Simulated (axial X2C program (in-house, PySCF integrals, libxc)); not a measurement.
# In₂⁻: properties at the nuclei

Calculated with an in-house all-electron X2C program for linear molecules (integrals from PySCF): two-component X2C with atomic mean-field Coulomb and Gaunt terms, Gaussian nuclei, basis In dyall-acv3z with contracted cores.

R = 2.863 Å (near the PBE0 minimum at charge -1 of the determinant lowest at the starting distance; the state shown can have its own minimum elsewhere).

Determinant lowest in the PBE0 search, Ω = 3/2 (⟨Sz⟩ = 1.50, ⟨Lz⟩ = 0.00 at PBE0), spin on the atoms In 0.75, In 0.75:

```json
{"level": "PBE0", "A∥/gI In (MHz)": "-248", "qzz In (a.u.)": "-1.71"}
{"level": "HF", "A∥/gI In (MHz)": "-521", "qzz In (a.u.)": "-2.10"}
{"level": "BP86", "A∥/gI In (MHz)": "-171", "qzz In (a.u.)": "-1.54"}
{"level": "r2SCAN", "A∥/gI In (MHz)": "-350", "qzz In (a.u.)": "-1.67"}
{"level": "LDA", "A∥/gI In (MHz)": "-127", "qzz In (a.u.)": "-1.58"}
```

Determinant 0.37 eV from it at PBE0 and this distance, Ω = 1/2 (⟨Sz⟩ = 0.49, ⟨Lz⟩ = 0.01 at PBE0), spin on the atoms In 0.25, In 0.25:

| level | A∥/gI In (MHz) | qzz In (a.u.) |
| --- | --- | --- |
| PBE0 | -34.8 | -1.64 |
| HF | -541 | -2.17 |
| BP86 | 120 | -1.43 |
| r2SCAN | -65.1 | -1.57 |
| LDA | 230 | -1.45 |

A∥ (defined per Ω) follows by multiplying with gI = μI/(I μN); qzz is the electric field gradient, eQq0 = 234.96 MHz × Q/barn × qzz. The operators were transformed with the bare-nucleus X2C matrices; with these basis sets, hyperfine constants and field gradients can be off by tens of per cent, and where levels differ in sign neither size nor sign is settled.

Problem. With Q(115In) = 0.772 barn (Q from Pyykkö, Mol. Phys. 2018), turn the PBE0 values of the first state into constants in MHz.

Solution. eQq0(115In) = 234.96 × (0.772) × (-1.71) = -310 MHz.

Each state is one determinant with collinear spin, which with several unpaired electrons need not be a pure state. Unrestricted Hartree–Fock can overshoot spin polarisation at the nuclei. For an anion, determinants above electron detachment, or with a positive highest level, are held by the basis set. This is the top spin component of a Σ state; components of lower Ω are not single determinants and can lie lower. With several open shells hyperfine constants can be off by a factor of several. States lie within half an eV, so the first need not be the ground state. Further determinants of the search, some of them spin-mixed, are not shown. Where a field gradient or hyperfine factor spreads by more than a factor of two over the levels, a constant derived from it is not to be relied on. PBE0 term energies can be off by some tenths of an eV.
